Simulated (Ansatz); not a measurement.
Input file for Ansatz (an electronic-structure program): R-wB97M-V/def2-TZVPP on CH3BeF (SMILES [CH3][Be][F]), atoms moved off the minimum.

Ansatz 0.2 input:
```yaml
crystal:
  periodic: [false, false, false]
  atoms:
    - {symbol: Be, position_ang: [-0.06417249, 0.15183845, -0.16705881]}
    - {symbol: F, position_ang: [-0.43252594, 1.12097642, -1.11161827]}
    - {symbol: C, position_ang: [0.37621658, -1.02569743, 0.88179683]}
    - {symbol: H, position_ang: [0.32642105, -2.07758458, 0.44825650]}
    - {symbol: H, position_ang: [-0.38949401, -1.23868467, 1.71826350]}
    - {symbol: H, position_ang: [1.45089035, -0.94760485, 1.59518309]}
basis:
  gaussian:
    orbitals: def2-TZVPP
hamiltonian:
  xc: {name: wB97M-V}
scf: {lower_state_search: off}
output: {forces: true}
```

Output:

```
WARN ansatz: RAYON_NUM_THREADS=2 ignored (pool sized by the plan → 2); use --threads N
Functional definition: wB97M-V
these checks for a lower state are left out or cut short: stability, starts, cluster_reference, orbital_swaps, neighbouring_geometries, increment
integrals: 0.04 GiB planned
654 factors; their error is unknown
integrals: 0.07 GiB planned
192 factors; integrals over basis functions are off by at most 3.0e-5 eV
mean field: 0.43 GiB planned
mean field evaluation 1: about -4202.0073 eV, gradient 4.6e1 eV
mean field evaluation 2: about -4202.3803 eV, gradient 4.9e1 eV
mean field evaluation 4: about -4205.9428 eV, gradient 1.6e0 eV
mean field evaluation 8: about -4205.9541 eV, gradient 5.0e-2 eV
mean field evaluation 16: about -4205.9522 eV, gradient 2.2e-4 eV
mean field -4205.95220255 eV, -154.5658925471 hartree, gradient 2.7e-6 eV, S^2 0.000000; 0 other end points of the search recorded, 0 dependent functions left out
the calculation of the forces begins
reference -4205.95225316 eV, -154.5658944070 hartree; 11, 11 occupied and 112, 112 virtual orbitals, 654 factors
Total energy: -4205.95225316 eV, -154.5658944070 hartree
Atom 0 at    -0.064172     0.151838    -0.167059 Å, force    -0.111410     0.890838    -0.747824 eV/Å
Atom 1 at    -0.432526     1.120976    -1.111618 Å, force     0.134625    -0.438702     0.456070 eV/Å
Atom 2 at     0.376217    -1.025697     0.881797 Å, force     1.553225    -2.458980     3.727066 eV/Å
Atom 3 at     0.326421    -2.077585     0.448257 Å, force     0.647282     1.264716     0.090947 eV/Å
Atom 4 at    -0.389494    -1.238685     1.718263 Å, force     0.828705     0.888394    -1.041688 eV/Å
Atom 5 at     1.450890    -0.947605     1.595183 Å, force    -3.052427    -0.146266    -2.484570 eV/Å
Dipole moment:     0.033801    -0.216884     0.210281 e Å
Checks for a lower state left out: stability, starts, cluster_reference, orbital_swaps, neighbouring_geometries, increment
```

The run converged.

Cost: around 5 core-seconds (rough).
